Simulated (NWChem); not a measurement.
System: CH4Cd; SMILES [CH3][CdH]

The following NWChem deck was run.

```
start job
memory heap 200 mb stack 900 mb global 1100 mb
geometry units angstroms noautoz
  Cd    -0.040075    -0.286517    -0.004471
  H     -0.069266    -1.963758    -0.007964
  C     -0.011599     1.827286    -0.001890
  H      0.851439     2.212459     0.563404
  H     -0.926330     2.229688     0.461094
  H      0.051008     2.223648    -1.027397
end
basis spherical
  Cd library def2-svp
  H library def2-svp
  C library def2-svp
end
ecp
  Cd library def2-ecp
end
dft
  xc m05-2x
  iterations 150
  mulliken
end
task dft energy
```

NWChem printed, in part:

```
             Northwest Computational Chemistry Package (NWChem) 7.3.0
             --------------------------------------------------------

 C1  symmetry detected

                             Geometry "geometry" -> ""
                             -------------------------

 Output coordinates in angstroms (scale by  1.889725989 to convert to a.u.)

  No.       Tag          Charge          X              Y              Z
 ---- ---------------- ---------- -------------- -------------- --------------
    1 Cd                  48.0000     0.00018982     0.31952517     0.00014294
    2 H                    1.0000    -0.00544391     1.99701104    -0.00318772
    3 C                    6.0000    -0.00007698    -1.79447118     0.00008160
    4 H                    1.0000     1.01417923    -2.19205712     0.16120237
    5 H                    1.0000    -0.36785525    -2.18500569    -0.96181044
    6 H                    1.0000    -0.64952939    -2.19032935     0.79644519

 Effective nuclear repulsion energy (a.u.)     126.0872641707

                                 NWChem DFT Module
                                 -----------------

 Summary of "ao basis" -> "ao basis" (spherical)
 ------------------------------------------------------------------------------
       Tag                 Description            Shells   Functions and Types
 ---------------- ------------------------------  ------  ---------------------
 Cd                         def2-svp                11       31   5s3p2d1f
 H                          def2-svp                 3        5   2s1p
 C                          def2-svp                 6       14   3s2p1d

            General Information
            -------------------
          SCF calculation type: DFT
          Wavefunction type:  closed shell.
          No. of atoms     :     6
          No. of electrons :    30
           Alpha electrons :    15
            Beta electrons :    15
          Charge           :     0
          Spin multiplicity:     1
          Use of symmetry is: off; symmetry adaption is: off
          Maximum number of iterations: 150
          AO basis - number of functions:    65
                     number of shells:    29
          Convergence on energy requested:  1.00D-06
          Convergence on density requested:  1.00D-05
          Convergence on gradient requested:  5.00D-04

              XC Information
              --------------
                       M05-2X Method XC Functional
                     Hartree-Fock (Exact) Exchange  0.560
                M05-2X metaGGA Exchange Functional  0.440
                      M05-2X Correlation Potential  1.000

             Grid Information
             ----------------
          Grid used for XC integration:  medium
          Radial quadrature: Mura-Knowles
          Angular quadrature: Lebedev.
          Tag              B.-S. Rad. Rad. Pts. Rad. Cut. Ang. Pts.
          ---              ---------- --------- --------- ---------
          Cd                  1.55      123           9.0       590
          H                   0.35       45          11.0       434
          C                   0.70       49          10.0       434
          Grid pruning is: on
          Number of quadrature shells:   352
          Spatial weights used:  Erf1

      Superposition of Atomic Density Guess
      -------------------------------------

 Sum of atomic energies:        -231.59561258

      Non-variational initial energy
      ------------------------------

 Total energy =    -207.152785
 1-e energy   =    -466.263100
 2-e energy   =     200.305226
 HOMO         =      -0.293113
 LUMO         =       0.027597

     ---------------------------------------------
      Total Density - Mulliken Population Analysis
     ---------------------------------------------

    Atom       Charge   Shell Charges
 -----------   ------   -------------------------------------------------------
    1 Cd  20    19.34  -0.37  1.64  0.74  0.72  0.41  5.95  0.20  0.10  9.09  0.86  0.00
    2 H    1     1.20   0.65  0.54  0.01
    3 C    6     6.80   1.99  0.97  0.34  2.12  1.37  0.01
    4 H    1     0.89   0.66  0.19  0.03
    5 H    1     0.89   0.66  0.19  0.03
    6 H    1     0.89   0.66  0.19  0.03

   convergence    iter        energy       DeltaE   RMS-Dens  Diis-err
 ---------------- ----- ----------------- --------- --------- ---------
 d= 0,ls=0.0,diis     1   -208.0734374698 -2.67D+02  8.98D-03  1.30D-01
 d= 0,ls=0.0,diis     2   -208.0873021632 -1.39D-02  3.21D-03  5.87D-02
 d= 0,ls=0.0,diis     3   -208.0947302131 -7.43D-03  9.72D-04  6.43D-03
 d= 0,ls=0.0,diis     4   -208.0955888366 -8.59D-04  1.49D-04  2.80D-05
 d= 0,ls=0.0,diis     5   -208.0955944246 -5.59D-06  3.09D-05  3.06D-06
 d= 0,ls=0.0,diis     6   -208.0955948282 -4.04D-07  9.43D-06  2.22D-07

         Total DFT energy =     -208.095594828228
      One electron energy =     -467.342176651583
           Coulomb energy =      222.665045205167
    Exchange-Corr. energy =      -22.223552009554
 Nuclear repulsion energy =       58.805088627742

 Numeric. integr. density =       30.000013761220

                       DFT Final Molecular Orbital Analysis
                       ------------------------------------

 Vector   13  Occ=2.000000D+00  E=-4.447836D-01
              MO Center= -1.1D-01, -1.9D+00, -2.1D-01, r^2= 1.4D+00
   Bfn.  Coefficient  Atom+Function         Bfn.  Coefficient  Atom+Function
  ----- ------------  ---------------      ----- ------------  ---------------
    42      0.408817  3 C  pz                56     -0.356606  5 H  s
    61      0.196385  6 H  s                 45      0.189851  3 C  pz
    51      0.160688  4 H  s                 57     -0.152733  5 H  s
    16      0.137997  1 Cd d -1              40      0.129641  3 C  px
    62      0.084122  6 H  s                 52      0.068825  4 H  s

 Vector   14  Occ=2.000000D+00  E=-3.722174D-01
              MO Center= -1.8D-03,  6.7D-01, -8.8D-04, r^2= 2.9D+00
   Bfn.  Coefficient  Atom+Function         Bfn.  Coefficient  Atom+Function
  ----- ------------  ---------------      ----- ------------  ---------------
     4      0.542394  1 Cd s                  2     -0.369330  1 Cd s
    32      0.276199  2 H  s                 19      0.196553  1 Cd d  2
    41      0.185201  3 C  py                 5      0.181469  1 Cd s
    33      0.176224  2 H  s                  1      0.154163  1 Cd s
     3     -0.151590  1 Cd s                 44      0.123276  3 C  py

 Vector   15  Occ=2.000000D+00  E=-3.061945D-01
              MO Center= -1.0D-03, -2.8D-01, -3.6D-04, r^2= 3.9D+00
   Bfn.  Coefficient  Atom+Function         Bfn.  Coefficient  Atom+Function
  ----- ------------  ---------------      ----- ------------  ---------------
    41      0.393290  3 C  py                44      0.290469  3 C  py
    32     -0.284752  2 H  s                 39      0.237886  3 C  s
    33     -0.231195  2 H  s                  7      0.221236  1 Cd py
    10     -0.183509  1 Cd py                13     -0.143363  1 Cd py
    57     -0.094219  5 H  s                 52     -0.093712  4 H  s

 Vector   16  Occ=0.000000D+00  E= 1.184576D-02
              MO Center= -2.4D-03,  4.1D-01, -1.9D-02, r^2= 5.8D+00
   Bfn.  Coefficient  Atom+Function         Bfn.  Coefficient  Atom+Function
  ----- ------------  ---------------      ----- ------------  ---------------
    12      0.871617  1 Cd px                14     -0.248680  1 Cd pz
     9      0.228193  1 Cd px                 6     -0.216257  1 Cd px
    52     -0.168352  4 H  s                 62      0.153404  6 H  s
    51     -0.076771  4 H  s                 61      0.069604  6 H  s
    11     -0.065104  1 Cd pz                 8      0.061698  1 Cd pz

 Vector   17  Occ=0.000000D+00  E= 1.188784D-02
              MO Center=  1.2D-02,  4.2D-01,  2.2D-02, r^2= 5.8D+00
   Bfn.  Coefficient  Atom+Function         Bfn.  Coefficient  Atom+Function
  ----- ------------  ---------------      ----- ------------  ---------------
    14      0.871905  1 Cd pz                12      0.248739  1 Cd px
    11      0.228161  1 Cd pz                 8     -0.216227  1 Cd pz
    57      0.186065  5 H  s                 62     -0.106049  6 H  s
    56      0.084444  5 H  s                 52     -0.078049  4 H  s
     9      0.065092  1 Cd px                 6     -0.061687  1 Cd px

 Vector   18  Occ=0.000000D+00  E= 5.067210D-02
              MO Center= -9.9D-03, -3.0D-01, -3.1D-03, r^2= 6.2D+00
   Bfn.  Coefficient  Atom+Function         Bfn.  Coefficient  Atom+Function
  ----- ------------  ---------------      ----- ------------  ---------------
     5      1.290601  1 Cd s                 39     -1.105493  3 C  s
    33     -0.512633  2 H  s                 13     -0.433476  1 Cd py
    44     -0.343201  3 C  py                19     -0.225278  1 Cd d  2
    32     -0.192775  2 H  s                 41     -0.186655  3 C  py
    38     -0.175877  3 C  s                 52      0.175212  4 H  s

     ---------------------------------------------
      Total Density - Mulliken Population Analysis
     ---------------------------------------------

    Atom       Charge   Shell Charges
 -----------   ------   -------------------------------------------------------
    1 Cd  20    19.53  -0.38  1.68  0.70  0.83  0.26  5.97  0.32  0.20  9.04  0.91  0.00
    2 H    1     1.18   0.67  0.49  0.01
    3 C    6     6.48   1.99  0.85  0.35  2.07  1.21  0.02
    4 H    1     0.94   0.72  0.20  0.02
    5 H    1     0.94   0.72  0.20  0.02
    6 H    1     0.94   0.72  0.20  0.02

     -------------------------------------------
      Total Density - Lowdin Population Analysis
     -------------------------------------------

[...]
```

Level: M05-2X/def2-SVP with def2 effective core potentials on Cd. Geometry: optimised at PBE0/def2-SVP. def2 effective core potentials on Cd; no spin-orbit coupling.
